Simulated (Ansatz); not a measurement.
Strength of the Si–H bond: CH8OSi2 → CH7OSi2 + H

Species: CH8OSi2 `CO[SiH2][SiH3]`, singlet; CH7OSi2 `CO[SiH][SiH3]`, doublet; H atom, doublet. 

Shapes, held fixed at every level: PBE0-D4/def2-TZVP. Flexible molecules stand in one conformer, not always the lowest. Programs: Ansatz 0.2.0. The zero-point and thermal change to 298 K, harmonic and unscaled (PBE0-D4/def2-TZVP), is -18.0 kJ/mol.

```csv
level,kind,ΔH(298 K) (kJ/mol),less CCSD(T)/CBS estimate
HF/def2-SVP,Hartree–Fock,+297.4,-80.8
PBE0-D4/def2-TZVPP,global hybrid,+353.4,-24.8
r2SCAN0-D4/def2-TZVPP,global hybrid,+357.9,-20.3
wB97X-V/def2-TZVPP,range-separated hybrid,+375.0,-3.2
MP2/def2-SVP,perturbation theory,+351.4,-26.8
CCSD(T)/def2-SVP,coupled cluster or CI,+361.1,-17.1
CCSD/def2-TZVPP,coupled cluster or CI,+372.1,-6.1
CCSD(T)/CBS estimate,coupled cluster or CI,+378.2,0.0
```

The highest level, CCSD(T)/CBS estimate, gives ΔH(298 K) = +378.2 kJ/mol; the levels span +297.4 to +378.2. The column of differences is taken from that level and isn't an error. Hartree–Fock misses the correlation of the pair that is broken and comes out low. No measured value is set beside it here. Open shells run unrestricted unless RO is named. The CBS estimate extrapolates MP2 from def2-TZVPP and def2-QZVPP and adds CCSD(T) − MP2 in the triple-zeta set, cores frozen.
